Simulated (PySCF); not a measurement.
CH6InN, SMILES C[NH][InH2].

The structure is a stationary point at B3LYP-D3(BJ)/def2-SVP. The def2 effective core potentials stand for the cores of In; spin–orbit coupling is left out.

All values below come from PySCF with TDA-ωB97X/def2-SVPD.

Vertical excitations. Gas-phase values at a fixed geometry. State labels are in the subgroup Cs.

### Question
Give excitation energies, oscillator strengths and character. (An estimate is asked for; the answer gives what the named calculation found.)

### Answer

| state | symmetry | energy (eV) | λ (nm) | f | main pairs |
|---|---|---|---|---|---|
| S1 | A' | 5.05 | 246 | 0.129 | HOMO→LUMO 94 % |
| S2 | A" | 5.55 | 223 | 0.046 | HOMO→LUMO+2 47 %, HOMO→LUMO+1 31 %, HOMO→LUMO+3 13 % |
| S3 | A" | 5.96 | 208 | 0.000 | HOMO−1→LUMO 98 % |
| S4 | A" | 6.34 | 196 | 0.020 | HOMO−2→LUMO 74 % |
| S5 | A" | 6.46 | 192 | 0.015 | HOMO→LUMO+2 37 %, HOMO→LUMO+1 23 %, HOMO−2→LUMO 21 %, HOMO→LUMO+3 8 % |
| S6 | A" | 7.10 | 175 | 0.000 | HOMO→LUMO+4 73 %, HOMO→LUMO+3 14 % |
| S7 | A" | 7.30 | 170 | 0.018 | HOMO→LUMO+3 50 %, HOMO→LUMO+4 20 %, HOMO→LUMO+1 13 %, HOMO→LUMO+9 8 % |
| S8 | A" | 7.62 | 163 | 0.043 | HOMO→LUMO+6 68 %, HOMO→LUMO+1 14 % |
| S9 | A' | 7.87 | 158 | 0.018 | HOMO→LUMO+5 78 % |
| S10 | A' | 8.02 | 155 | 0.004 | HOMO−1→LUMO+3 58 %, HOMO−1→LUMO+2 26 % |
| T1 | A' | 4.04 | 307 | 0 | HOMO→LUMO 94 % |
| T2 | A" | 5.21 | 238 | 0 | HOMO→LUMO+2 55 %, HOMO→LUMO+1 18 %, HOMO→LUMO+3 14 % |
| T3 | A" | 5.64 | 220 | 0 | HOMO−1→LUMO 96 % |
| T4 | A" | 6.11 | 203 | 0 | HOMO−2→LUMO 87 % |
Triplets are in the Tamm–Dancoff approximation.
